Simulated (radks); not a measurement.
Valence configurations of neutral rubidium (all share [Kr]). Calculated with a radial shooting solver on a logarithmic mesh with Libxc functionals: non-relativistic Kohn-Sham, TPSS, spin-unpolarised, spherical densities, point nucleus; meta-GGA in the generalised Kohn-Sham scheme; relativity is left out, which matters for an element this heavy. Energies are relative to 5s1; eigenvalues in eV.

| valence | E (eV) | e(4d) | e(5p) | e(5s) |
|---|---|---|---|---|
| 5s1 | 0.000 | - | - | -2.108 |
| 5s0.5 5p0.5 | 0.676 | - | -1.049 | -2.398 |
| 4d0.5 5s0.5 | 1.042 | -0.331 | - | -2.419 |
| 4d0.5 5p0.5 | 1.708 | -0.567 | -1.285 | - |
| 4d1 | 2.056 | -0.610 | - | - |
| 5p1 | 1.343 | - | -1.312 | - |

NIST lists [Kr] 5s1 as the ground configuration; this level of theory agrees among the configurations tried. The energies are those of spherical spin-averaged densities, not of single terms. Relativity is left out, which favours d and f over s occupation in heavy atoms.
